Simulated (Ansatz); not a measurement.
Stepwise reaction of `O[Si](F)(S)S` with water, as a gas-phase model of exchange steps in deposition or etching. ΔE in kJ/mol; ΔG adds harmonic PBE0-D4 terms to CCSD(T)/CBS, at 1 bar.

Program: Ansatz. Geometries: PBE0-D4/def2-TZVP. ΔE: electronic, gas phase. CCSD(T)/CBS adds triple-zeta CCSD(T) − MP2 to the extrapolated MP2 energy (def2 sets, frozen cores). This one scheme is used for every species. Functionals use def2-TZVPP. B3LYP here is the variant with VWN-RPA as its local correlation; programs differ in this. One conformer a species, not always the lowest.

```tsv
step	reaction	PBE-D4	B3LYP-D4	ωB97M-V	CCSD(T)/CBS	ΔG(500 K)
1	`O[Si](F)(S)S` + H₂O → `O[Si](O)(F)S` + H₂S	-37.5	-51.4	-52.1	-48.7	-59.8
2	`O[Si](O)(F)S` + H₂O → `O[Si](O)(O)F` + H₂S	-43.4	-57.7	-57.7	-55.8	-56.6
```

Q: By hand: ΔE of the 2 steps together at CCSD(T)/CBS.

A: (-48.7) + (-55.8) = -104.5 kJ/mol, or -52.2 kJ/mol a step.

In ΔE each step is lower than the one before. All are downhill at CCSD(T)/CBS. ΔG lies between -59.8 and -56.6 kJ/mol a step. PBE-D4 differs from CCSD(T)/CBS by 11.2 to 12.4 kJ/mol a step. Only this route is followed, and other bonds may react first. Isolated molecules leave out the surface, adducts and barriers. Largest T1 diagnostic: 0.012.
